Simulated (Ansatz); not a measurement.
**How methods differ on SnH3O (SMILES [OH][SnH2])**

SnH3O: 5 atoms, total charge 0, spin state doublet. As SMILES, `[OH][SnH2]`. The coordinates come from a PBE0-D4/def2-TZVP relaxation. This is one conformer, not always the lowest.

```xyz
5

O     0.7074   -0.7329    0.8619
Sn    0.1045    0.3088   -0.7055
H     0.3686   -1.6313    0.8732
H    -1.6068    0.0613   -0.8459
H     0.4763    1.9204   -0.2249
```

Quantity: the energy change with the Sn2–H5 bond stretched from 1.722 to 2.583 Å, in eV. The values are calculated.

```csv
level,kind,program,value (eV),CPU time (all runs)
UBLYP/STO-3G,GGA,Ansatz,2.62,5.3 s
UPBE/STO-3G,GGA,Ansatz,2.71,5.6 s
U-r2SCAN/STO-3G,meta-GGA,Ansatz,2.88,17 s
UPBE0/STO-3G,global hybrid,Ansatz,2.97,6.6 s
U-wB97X/STO-3G,range-separated hybrid,Ansatz,3.18,30 s
UHSE06/STO-3G,range-separated hybrid,Ansatz,2.96,7.8 s
UB2PLYP/STO-3G,double hybrid,Ansatz,2.98,7.4 s
RPA@PBE/STO-3G,RPA,Ansatz,2.75,7 s
UMP2/STO-3G,perturbation theory,Ansatz,3.08,1.4 s
UCCSDT(Q)/STO-3G,coupled cluster or CI,Ansatz,2.70,6.3 s
```

All-electron rows without a relativistic Hamiltonian named are non-relativistic. The first shape isn't each level's own minimum. The values span 2.62 to 3.18 eV. Spin contamination of the reference (⟨S²⟩ at least 0.1 too high) touches UPBE0/STO-3G, U-wB97X/STO-3G, UHSE06/STO-3G, UB2PLYP/STO-3G, UMP2/STO-3G, UCCSDT(Q)/STO-3G. All rows use very small basis sets, so none should be taken for the real molecule's value. In the correlated wave-function rows the outer d shell of Sn is correlated, in sets not made for it. In so small a basis fixed costs decide the times, and correlated methods can beat functionals. CPU times are rough (shared hosts, several kinds of processor and program).
